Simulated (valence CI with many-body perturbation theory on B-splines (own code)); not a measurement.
**Ho LIV: electric-dipole lines**

Method: valence CI with perturbative core correlation (CI+MBPT): four valence electrons over a frozen Dirac-Fock core [Ne], radial functions for each j: 11 s, 11 p, 9 d, 7 f, 5 g, 2 h, 1 i, with the one-electron correlation potential Σ1, the two-electron term Σ2, the three-electron term Σ3, Breit, model QED; selected CI, second order for the rest (own B-spline code, finite nucleus).

No measured spectrum was set against this ion. As an estimate, large intervals hold to a few tenths of a per cent, small ones and those within an open d or f shell to about a per cent.

Lines 101 to 150 of 231 in falling wavelength, among levels below 903.33 eV, chosen from the strongest by gf and those to the six lowest levels. Wavelengths and rates use the calculated energies. Electric multipoles are in the length gauge, E1 and E2 with the static RPA response of the core. Weak lines are less certain than strong ones. Lines between different terms over intervals too small for the method are left out, as are lines whose strength nearly cancels. The highest levels of a list are the least certain.

Levels are named by their leading jj configuration (3d3/2^4 stands for four electrons in 3d with j = 3/2), which in mixed levels can hold well under half, so a name can repeat and another be missing. Letters in brackets count levels of one name in rising energy.

```csv
λ vac (nm),Upper,Lower,A (s⁻¹),log gf,Branch %
3.700,(3s 3p1/2 3p3/2 3d3/2) J=2 [a],(3s^2 3p1/2 3d3/2) J=2,3.57e+09,-2.44,1.3
3.605,(3s 3p1/2 3p3/2^2) J=2 [a],(3s^2 3p1/2 3p3/2) J=2,1.06e+10,-1.99,3.6
3.594,(3s 3p1/2 3p3/2 3d5/2) J=2 [a],(3s^2 3p1/2 3d5/2) J=2,1.38e+11,-0.88,46.1
3.592,(3s 3p1/2 3p3/2 3d3/2) J=1 [a],(3s^2 3p1/2 3d3/2) J=2,7.42e+09,-2.37,19.7
3.546,(3s 3p1/2 3p3/2 3d3/2) J=3 [a],(3s^2 3p1/2 3d3/2) J=2,5.82e+09,-2.11,14.3
3.528,(3s 3p1/2 3p3/2 3d3/2) J=2 [b],(3s^2 3p1/2 3d3/2) J=2,1.97e+10,-1.74,3.7
3.519,(3s 3p1/2 3p3/2^2) J=2 [a],(3s^2 3p1/2 3p3/2) J=1,2.87e+11,-0.57,96.0
3.507,(3s 3p1/2 3p3/2 3d5/2) J=3 [a],(3s^2 3p1/2 3d5/2) J=3,2.74e+10,-1.45,9.0
3.452,(3s 3p1/2 3p3/2^2) J=3,(3s^2 3p1/2 3p3/2) J=2,1.76e+11,-0.66,94.5
3.439,(3s 3p1/2 3p3/2 3d3/2) J=2 [a],(3s 3p1/2^2 3p3/2) J=1,1.75e+11,-0.81,63.9
3.418,(3s 3p1/2 3p3/2 3d5/2) J=3 [b],(3s^2 3p1/2 3d5/2) J=3,1.27e+11,-0.81,29.9
3.396,(3s 3p1/2 3p3/2 3d5/2) J=4 [b],(3s^2 3p1/2 3d5/2) J=3,5.41e+10,-1.08,28.9
3.378,(3s 3p1/2 3p3/2 3d5/2) J=2 [b],(3s^2 3p1/2 3d5/2) J=3,1.52e+11,-0.89,31.4
3.370,(3s 3p1/2 3p3/2 3d3/2) J=0 [a],(3s 3p1/2^2 3p3/2) J=1,5.05e+10,-2.07,92.1
3.370,(3s 3p1/2 3p3/2 3d5/2) J=2 [b],(3s^2 3p1/2 3d5/2) J=2,3.61e+10,-1.51,7.4
3.346,(3s 3p1/2 3p3/2 3d3/2) J=1 [a],(3s 3p1/2^2 3p3/2) J=1,1.69e+07,-5.07,0.0
3.317,(3s 3p1/2 3p3/2 3d3/2) J=1 [d],(3s^2 3p1/2 3d3/2) J=1,2.51e+11,-0.91,13.1
3.299,(3s 3p1/2 3p3/2 3d5/2) J=3 [c],(3s^2 3p1/2 3d5/2) J=3,2.49e+10,-1.55,2.8
3.292,(3s 3p1/2 3p3/2 3d5/2) J=3 [c],(3s^2 3p1/2 3d5/2) J=2,6.45e+11,-0.13,73.0
3.292,(3s 3p1/2 3p3/2 3d3/2) J=2 [c],(3s^2 3p1/2 3d3/2) J=2,4.07e+11,-0.48,63.5
3.290,(3s 3p1/2 3p3/2 3d3/2) J=2 [b],(3s 3p1/2^2 3p3/2) J=1,2.33e+11,-0.72,43.9
3.284,(3s 3p3/2^3) J=2,(3s^2 3p3/2^2) J=2,1.05e+12,-0.07,99.5
3.280,(3s 3p1/2 3p3/2 3d5/2) J=4 [c],(3s^2 3p1/2 3d5/2) J=3,4.58e+11,-0.18,71.8
3.279,(3s 3p1/2 3p3/2^2) J=0,(3s^2 3p1/2 3p3/2) J=1,3.23e+11,-1.28,100.0
3.269,(3s 3p1/2 3p3/2 3d3/2) J=2 [e],(3s^2 3p1/2 3d3/2) J=1,8.27e+11,-0.18,38.6
3.266,(3s 3p1/2 3p3/2 3d3/2) J=0 [b],(3s^2 3p1/2 3d3/2) J=1,5.40e+11,-1.06,33.0
3.251,(3s 3p1/2 3p3/2 3d5/2) J=1 [b],(3s^2 3p1/2 3d5/2) J=2,2.02e+11,-1.02,43.4
3.249,(3s 3p1/2 3p3/2 3d3/2) J=3 [b],(3s^2 3p1/2 3d3/2) J=2,3.60e+10,-1.40,3.3
3.245,(3s 3p1/2 3p3/2^2) J=1 [a],(3s^2 3p1/2 3p3/2) J=2,1.34e+10,-2.20,2.4
3.239,(3s 3p1/2^2 3p3/2) J=1,(3s^2 3p1/2^2) J=0,3.55e+11,-0.78,89.3
3.236,(3s 3p1/2 3p3/2^2) J=2 [b],(3s^2 3p1/2 3p3/2) J=2,6.90e+11,-0.27,95.8
3.218,(3p1/2^2 3p3/2^2) J=0,(3s 3p1/2^2 3p3/2) J=1,6.11e+11,-1.02,88.4
3.215,(3s 3p1/2 3p3/2 3d3/2) J=2 [a],(3s 3p1/2^2 3p3/2) J=2,5.67e+10,-1.36,20.7
3.211,(3s 3p1/2 3p3/2 3d3/2) J=1 [b],(3s^2 3p1/2 3d3/2) J=2,4.88e+10,-1.65,3.9
3.206,(3s 3p1/2 3p3/2 3d3/2) J=2 [d],(3s^2 3p1/2 3d3/2) J=2,8.41e+10,-1.19,5.4
3.193,(3s 3p3/2^3) J=1,(3s^2 3p3/2^2) J=0,7.01e+11,-0.49,30.3
3.175,(3s 3p1/2 3p3/2^2) J=1 [a],(3s^2 3p1/2 3p3/2) J=1,5.23e+11,-0.62,93.7
3.172,(3s 3p1/2 3p3/2 3d3/2) J=3 [c],(3s^2 3p1/2 3d3/2) J=2,9.98e+11,0.02,94.8
3.167,(3s 3p1/2 3p3/2^2) J=2 [b],(3s^2 3p1/2 3p3/2) J=1,1.18e+10,-2.05,1.6
3.163,(3s 3p1/2 3p3/2 3d5/2) J=1 [c],(3s^2 3p1/2 3d5/2) J=2,2.52e+11,-0.95,45.2
3.163,(3s^2 3d3/2^2) J=2,(3s^2 3p1/2 3d5/2) J=3,1.11e+11,-1.08,4.4
3.159,(3s 3p1/2 3p3/2 3d3/2) J=1 [c],(3s^2 3p1/2 3d3/2) J=2,1.19e+12,-0.27,86.5
3.159,(3s 3p1/2 3p3/2 3d5/2) J=3 [d],(3s^2 3p1/2 3d5/2) J=3,5.31e+11,-0.25,54.6
3.158,(3s 3p1/2 3p3/2^2) J=1 [b],(3s^2 3p1/2 3p3/2) J=2,1.11e+12,-0.30,71.6
3.152,(3s 3p1/2 3p3/2 3d5/2) J=3 [d],(3s^2 3p1/2 3d5/2) J=2,8.19e+10,-1.07,8.4
3.148,(3s 3p1/2 3p3/2 3d5/2) J=1 [a],(3s^2 3p1/2 3d3/2) J=1,8.21e+10,-1.44,11.4
3.144,(3s 3p1/2 3p3/2 3d5/2) J=2 [c],(3s^2 3p1/2 3d5/2) J=3,8.51e+10,-1.20,6.3
3.137,(3s 3p1/2 3p3/2 3d5/2) J=2 [c],(3s^2 3p1/2 3d5/2) J=2,1.88e+11,-0.86,14.0
3.133,(3s 3p1/2 3p3/2 3d3/2) J=1 [a],(3s 3p1/2^2 3p3/2) J=2,1.74e+10,-2.11,46.3
3.098,(3s 3p1/2 3p3/2 3d3/2) J=3 [a],(3s 3p1/2^2 3p3/2) J=2,2.31e+10,-1.63,56.8
```

**Question.** How does gf follow from A for the line at 3.284 nm?

**Answer.** gf = 1.4992 × (2J+1)_upper × A / σ², with σ = 3045070 cm⁻¹ and 2J+1 = 5: gf = 0.852.
